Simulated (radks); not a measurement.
Problem. Species: Rb3+. Configuration: [Ar] 3d10 4s2 4p3 6f1 (not the ground configuration). Calculated with a radial shooting solver on a logarithmic mesh with Libxc functionals: scalar-relativistic Kohn-Sham, SCAN, spin-unpolarised, spherical densities, finite nucleus; meta-GGA in the generalised Kohn-Sham scheme; Fermi nuclear charge, rms radius 4.2036 fm. Some entries of the table are withheld. Estimate them.

| orbital | occ. | eigenvalue (hartree) | <1/r> (bohr^-1) | <r^2> (bohr^2) |
|---|---|---|---|---|
| 1s | 2 | -555.7146 | 37.87 | 0.002188 |
| 2s | 2 | (1) | 8.450 | 0.03722 |
| 2p | 6 | -67.69257 | (2) | 0.02943 |
| 3s | 2 | -13.02001 | 2.818 | 0.2972 |
| 3p | 6 | -10.24546 | (3) | 0.3123 |
| 3d | 10 | -5.68293 | 2.397 | (4) |
| 4s | 2 | -2.79937 | 0.9784 | 2.105 |
| 4p | 3 | (5) | 0.8700 | (6) |
| 6f | 1 | -0.20845 | 0.1296 | 140.6 |

Solution. 
(1) 2s eigenvalue (hartree): -76.23352
(2) 2p <1/r> (bohr^-1): 8.241
(3) 3p <1/r> (bohr^-1): 2.660
(4) 3d <r^2> (bohr^2): 0.3334
(5) 4p eigenvalue (hartree): -2.11583
(6) 4p <r^2> (bohr^2): 2.611
